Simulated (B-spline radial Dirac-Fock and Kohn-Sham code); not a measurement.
## X-ray form factors of ruthenium in several charge states

Calculated with a radial B-spline solver, using configuration-average Dirac-Fock orbitals.

Configurations: Ru⁶⁺ [Kr] 4d2; Ru⁷⁺ [Kr] 4d1; Ru⁸⁺ [Ar] 3d10 4s2 4p6; Ru⁹⁺ [Ar] 3d10 4s2 4p5. The first column is f₀ of Ru⁶⁺, the others are differences from it.

| s (Å⁻¹) | Ru⁶⁺ | Δ Ru⁷⁺ | Δ Ru⁸⁺ | Δ Ru⁹⁺ |
| --- | --- | --- | --- | --- |
| 0 | 38.000 | -1.000 | -2.000 | -3.000 |
| 0.05 | 37.689 | -0.959 | -1.923 | -2.895 |
| 0.1 | 36.792 | -0.845 | -1.706 | -2.600 |
| 0.15 | 35.407 | -0.680 | -1.390 | -2.166 |
| 0.2 | 33.673 | -0.493 | -1.029 | -1.662 |
| 0.25 | 31.743 | -0.315 | -0.677 | -1.157 |
| 0.3 | 29.757 | -0.164 | -0.373 | -0.707 |
| 0.35 | 27.826 | -0.052 | -0.141 | -0.346 |
| 0.4 | 26.026 | +0.020 | +0.014 | -0.087 |
| 0.45 | 24.393 | +0.057 | +0.101 | +0.076 |
| 0.5 | 22.940 | +0.069 | +0.134 | +0.159 |
| 0.6 | 20.512 | +0.049 | +0.105 | +0.169 |
| 0.7 | 18.556 | +0.015 | +0.038 | +0.090 |
| 0.8 | 16.878 | -0.009 | -0.015 | +0.010 |
| 0.9 | 15.351 | -0.020 | -0.040 | -0.040 |
| 1 | 13.923 | -0.021 | -0.045 | -0.060 |
| 1.1 | 12.591 | -0.018 | -0.039 | -0.061 |
| 1.2 | 11.369 | -0.014 | -0.030 | -0.052 |
| 1.4 | 9.323 | -0.006 | -0.015 | -0.029 |
| 1.6 | 7.828 | -0.003 | -0.007 | -0.012 |
